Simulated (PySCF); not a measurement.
## Working out the ionisation energy of Hg⁺

Hg⁺ [Xe] 4f14 5d10 6s1 (2S) → Hg²⁺ [Xe] 4f14 5d10 (1S). Calculation: PySCF 2.14, in def2-SVP with the def2 core potential (60 electrons) (6s3p2d1f, 32 functions); a scalar-relativistic core potential. Frozen: 5s2 5p6. Energies in hartree (1 hartree = 27.21139 eV):

```json
{"part": "UHF", "Hg⁺ (lower)": "-152.237660", "Hg²⁺ (upper)": "-151.607036"}
{"part": "CCSD correlation", "Hg⁺ (lower)": "-0.232608", "Hg²⁺ (upper)": "-0.191249"}
{"part": "(T)", "Hg⁺ (lower)": "-0.002263", "Hg²⁺ (upper)": "-0.001614"}
```

Task: What does Hartree-Fock give?

Result: (-151.607036) − (-152.237660) = 0.630624 hartree = 17.160 eV.

Task: What do CCSD and CCSD(T) give?

Result: The CCSD correlation energies differ by 0.041359 hartree = 1.125 eV and the triples by 0.000649 hartree = 0.018 eV, so CCSD gives 18.285 eV and CCSD(T) 18.303 eV.

Measured between the centres of the two terms (NIST): 18.757 eV, so CCSD(T) (valence) is off by -0.454 eV.

A double-zeta basis recovers only part of the correlation energy.

What remains against the reference includes basis incompleteness, the frozen core and higher excitations.
